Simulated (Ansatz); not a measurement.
CAlClFNO (`O=C=[N][Al]([F])[Cl]`). Total charge 0; spin multiplicity 1.

Cartesian coordinates in Å:
```
O -1.186 -1.917 1.893
C -0.703 -1.127 1.191
N -0.202 -0.308 0.477
Al 0.484 0.792 -0.687
F 1.208 2.157 -0.161
Cl 0.401 0.403 -2.712
```

**Question.** List the harmonic frequencies (cm⁻¹, unscaled) at PBE0-D4/def2-TZVP in Ansatz. (An estimate is asked.)

**Answer.** Ansatz gave: 33, 69, 178, 227, 257, 452, 642, 654, 668, 897, 1522, 2412.

**Question.** Is this a minimum?

**Answer.** Yes, all 12 modes are real.

**Question.** Give the ideal-gas thermochemistry at 298.15 K and 1 bar (rigid rotor, harmonic oscillator; point group Cs, symmetry number 1).

**Answer.** Zero-point energy 47.9 kJ/mol; H(298) − E = 68.3 kJ/mol; entropy 363.7 J/(mol·K), of which translation 168.9, rotation 120.2, vibration 74.5; G(298) − E = -40.2 kJ/mol. Modes under 100 cm⁻¹ are hindered rotations or soft bends, so the harmonic entropy is rough.

**Question.** Rotational constants (cm⁻¹)?

**Answer.** 0.1321, 0.03887, 0.03003.
